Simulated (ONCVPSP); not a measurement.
**Zr: variants of one ONCV potential**

Base potential:

```json
{
 "Element": "Zr (Z = 40)",
 "Generator": "ONCVPSP 4.0.1",
 "Type": "optimised norm-conserving Vanderbilt (ONCV)",
 "Functional": "PBE",
 "Relativity": "scalar-relativistic",
 "Frozen core": "[Ar] 3d10",
 "Valence charge": "12",
 "Reference configuration": "4s2 4p6 4d2 5s1 (charge +1)",
 "Partial waves": "4s+5s: rc 1.90 bohr, ncon 4, nbas 8, qcut 5 1/bohr, 2 projectors; 4p: rc 1.75 bohr, ncon 5, nbas 10, qcut 8.2 1/bohr, 2 projectors, debl 2.1 Ha; 4d: rc 2.15 bohr, ncon 4, nbas 8, qcut 8.5 1/bohr, 2 projectors, debl 1.3 Ha",
 "Local potential": "polynomial inside 1.40 bohr (lpopt 5, dvloc0 -1 Ha)",
 "Core correction": "none"
}
```

Cutoffs, loose and tight: the cutoffs (Ha) at which the residual kinetic energy of the hardest occupied pseudo-wave falls to 1 and 0.1 mHa per electron. They do not see the model core or the augmentation charge, which bear on the density cutoff. Test errors are all-electron minus pseudo excitation energies from the reference, over the configurations 4s2 4p6 4d2 5s2; 4s2 4p6 4d2 5s0; 4s2 4p6 4d1 5s0; 4s2 4p6 4d0 5s0. A dash means not determined; rows that change the core or the reference have their own tests.

```tsv
change	outcome	cutoff, loose	cutoff, tight	bound ghosts	GHOST(+) flags above zero	largest test error (meV)
base	generated	22 Ha	27 Ha	none	s	+8.0
d: qcut 6.4	generated	22 Ha	27 Ha	none	s	+27
core correction Teter function, fcfact 3.5, rcfact 1.7	generated	22 Ha	27 Ha	none	s	-33
reference 4s2 4p6 4d3 5s1; d: rc 1.75, qcut 10.4	generated	22 Ha	27 Ha	none	s	-2.1
functional PBEsol; d: rc 1.75, qcut 10.4	generated	22 Ha	27 Ha	none	s	+7.1
s: rc 2.8	generated	22 Ha	27 Ha	none	none	+20
s: nproj 3	generated	22 Ha	27 Ha	none	s	+8.0
d: debl 4	generated	22 Ha	27 Ha	none	s	+8.4
d: rc 1.54	generated	22 Ha	27 Ha	none	s	+8.0
all radii scaled by about 1.30 (s 2.48, p 2.28, d 2.80 bohr); local potential polynomial inside 1.82 bohr (lpopt 5, dvloc0 -1 Ha)	failed: ERROR pspot: first pseudo wave function has node, program will stop	–	–	–	–	–
d: qcut 11	failed: ERROR pspot: first pseudo wave function has node, program will stop	–	–	–	–	–
```
